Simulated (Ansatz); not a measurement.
System: CH$_{3}$Si, charge 0, doublet. CH3Si (SMILES [CH]=[SiH2], doublet).
B3LYP-D3(BJ)/def2-TZVP minimum from Ansatz (a first-principles code):
```xyz
5

C     -1.1588    -0.2310    -0.0465
Si     0.4752     0.0947     0.0191
H     -2.2080    -0.4401    -0.0887
H      1.4943    -0.9666     0.1040
H      1.0136     1.4665    -0.0033
```
Charge 0, spin multiplicity 2.

Total energies in cc-pV(T+d)Z, 11 correlated electrons, 6 frozen orbitals. Open shells are spin-unrestricted; no spin-orbit coupling. Cores are frozen in correlated methods. No relativity. The UHF reference of CH3Si ([CH]=[SiH2], doublet) is spin-contaminated (<S^2> up to 0.40 over the pure value in the sets run).

```json
[
 {"method": "HF", "program": "Ansatz", "energy (Eh)": "-328.45500", "minus CCSDT(Q) (mEh)": "296.01"},
 {"method": "MP2", "program": "Ansatz", "energy (Eh)": "-328.69154", "minus CCSDT(Q) (mEh)": "59.47"},
 {"method": "CCSD", "program": "Ansatz", "energy (Eh)": "-328.73548", "minus CCSDT(Q) (mEh)": "15.53"},
 {"method": "CCSD(T)", "program": "Ansatz", "energy (Eh)": "-328.74784", "minus CCSDT(Q) (mEh)": "3.17"},
 {"method": "CCSDT(Q)", "program": "Ansatz", "energy (Eh)": "-328.75101", "minus CCSDT(Q) (mEh)": "0.00"}
]
```

Rough core times of Ansatz's runs on a shared machine: CCSD(T) 20 s, CCSDT(Q) 20 min.
